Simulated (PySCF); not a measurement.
Compound: C8H10NP.
Atom-mapped SMILES: `[CH2:1]=[P:2]1([c:3]2[cH:4][cH:5][n:6][cH:7][cH:8]2)[CH2:9][CH2:10]1` (hydrogens: H11, H12 on C1; H13 on C4; H14 on C5; H15 on C7; H16 on C8; H17, H18 on C9; H19, H20 on C10)

All values: PBE0/pcSseg-1 (PySCF, non-relativistic), on one gas-phase PBE0-D3(BJ)/def2-SVP geometry that isn't relaxed in the solvent. The solvent is an IEF-PCM continuum (van der Waals radii × 1.2). Specific hydrogen bonds and non-electrostatic terms are outside this model.

Gas phase at PBE0/pcSseg-1: HOMO -5.43 eV, LUMO -1.37 eV, dipole 2.22 D.

Q: What does the continuum do to the energy, the frontier levels and the dipole at PBE0/pcSseg-1 in acetone?

A: 
```tsv
solvent	ε	E(solvent) − E(gas) (kcal/mol)	polarisation term (kcal/mol)	distortion of the solute (kcal/mol)	HOMO (eV)	LUMO (eV)	dipole (D)
acetone	20.49	-8.48	-10.06	1.58	-5.62	-1.34	3.11
```

The first energy column is the sum of the next two and covers electrostatics alone.

Q: Which radius a makes the point-dipole formula ΔE = −[(ε − 1)/(2ε + 1)]·μ²/a³ give the value in acetone, with the gas-phase dipole?

A: μ = 0.875 au and |ΔE| = 0.01352 Eh give a = 1.57 Å; the farthest nucleus lies 3.85 Å from the centroid of the nuclei, so such a sphere wouldn't even hold the nuclei. The formula assumes a rigid point dipole at the centre of a sphere.

Q: Which IAO charges (PBE0/pcSseg-1) respond most in acetone (means over atoms taken as equivalent)?

A: 
```tsv
atoms	environment	gas (e)	solvent (e)	change
C1	carbon bonded to P and 2 H	-0.914	-0.960	-0.046
N6	pyridine-type nitrogen	-0.273	-0.309	-0.036
H13/H16	aromatic hydrogen	+0.155	+0.171	+0.016
H18/H20	methylene hydrogen	+0.164	+0.175	+0.011
H14/H15	aromatic hydrogen	+0.156	+0.166	+0.010
C5/C7	aromatic CH next to a ring nitrogen	-0.006	-0.013	-0.007
C3	substituted aromatic carbon	-0.231	-0.225	+0.006
C9/C10	sp3 carbon bound to phosphorus	-0.460	-0.457	+0.003
```

Q: How do the nuclear quadrupole coupling constants eQVzz/h respond in acetone?

A: 
| nucleus | Q (barn) | gas (MHz) | solvent (MHz) | η gas | η solvent |
| --- | --- | --- | --- | --- | --- |
| 14N at N6 | 0.02044 | -5.52 | -5.32 | 0.38 | 0.37 |

Conformer computed: `[CH2:1]=[P:2]1([c:3]2[cH:4][cH:5][n:6][cH:7][cH:8]2)[CH2:9][CH2:10]1`: C1–P2–C3–C4 -88°.
